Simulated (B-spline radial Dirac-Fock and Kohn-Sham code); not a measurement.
Auger parameter of arsenic: the L3 level and its strongest L3-MM line

The computed values come from a radial B-spline solver: Dirac-Fock ΔSCF + Breit + QED. The modified Auger parameter α′ is the binding energy plus the kinetic energy of the Auger electron; it does not depend on the energy zero. For free ions it tends to fall with charge, since less charge screens the final holes.

```
            species      configuration  binding 2p3/2 (eV)  Auger line  kinetic (eV)  α′ (eV)
                 As  [Ar] 3d10 4s2 4p3              1332.4    M4M5 J=4        1209.1   2541.6
                As⁺  [Ar] 3d10 4s2 4p2              1343.5    M4M5 J=4        1196.5   2540.0
                As⁺  [Ar] 3d10 4s1 4p3              1345.3    M4M5 J=4        1195.0   2540.2
               As²⁺  [Ar] 3d10 4s2 4p1              1356.2    M4M5 J=4        1182.7   2538.8
As²⁺ (Watson 1.8 Å)  [Ar] 3d10 4s2 4p1              1340.4    M4M5 J=4        1198.6   2539.0
As²⁺ (Watson 2.4 Å)  [Ar] 3d10 4s2 4p1              1344.2    M4M5 J=4        1194.7   2538.9
               As³⁺      [Ar] 3d10 4s2              1370.3    M4M5 J=4        1167.8   2538.1
As³⁺ (Watson 2.2 Å)      [Ar] 3d10 4s2              1350.7    M4M5 J=4        1187.5   2538.1
               As⁴⁺      [Ar] 3d10 4s1              1387.0    M4M5 J=4        1150.9   2537.9
As⁴⁺ (Watson 1.8 Å)      [Ar] 3d10 4s1              1355.0    M4M5 J=4        1182.9   2537.9
As⁴⁺ (Watson 2.2 Å)      [Ar] 3d10 4s1              1360.8    M4M5 J=4        1177.0   2537.9
               As⁵⁺          [Ar] 3d10              1404.9    M4M5 J=4        1133.1   2538.0
```
